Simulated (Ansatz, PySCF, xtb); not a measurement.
Noncovalent pair: GeH4 (SMILES [GeH4]) (first 5 atoms) with CH2O2 (SMILES O=CO); geometry from B3LYP-D3(BJ)/def2-TZVP, rigid monomers moved along the line of their centres of mass till H5···H10 is 2.21 Å.
(charge 0, multiplicity 1):
```csv
atom,x (Å),y (Å),z (Å)
Ge,-0.2849,0.1427,0.1368
H,-0.8139,-0.2185,-1.2618
H,-0.6826,1.5760,0.4963
H,1.2322,-0.0508,0.1921
H,-0.9535,-0.8310,1.1351
O,0.8881,0.9068,3.4798
C,0.4645,0.2443,4.3853
O,-0.4084,-0.7642,4.2655
H,0.7382,0.3775,5.4397
H,-0.6332,-0.8591,3.3210
```

Counterpoise-corrected where a basis set is named; no monomer relaxation. Rows marked so take none.

Rows in 3-21G, 6-31G* carry no dispersion term and start afresh at each structure (6-31G* with six Cartesian d functions); the Pople sets are all-electron and without relativity.

Codes used: Ansatz (an electronic-structure program) with Gaussian orbitals; PySCF for 3-21G rows, 6-31G* rows, the dispersion terms; xtb for the GFN methods. Each number belongs to the level named beside it.

Question: One of these levels gives -36.2 meV for the interaction energy. Which one is it?
A. GFN-FF
B. M06-2X/6-31G* (no counterpoise)
C. PBE-D4/def2-TZVPPD
D. B3LYP/3-21G (no counterpoise)

Answer: A, GFN-FF. The others give -105.0 (PBE-D4/def2-TZVPPD), -241.5 (B3LYP/3-21G (no counterpoise)), -141.1 (M06-2X/6-31G* (no counterpoise))
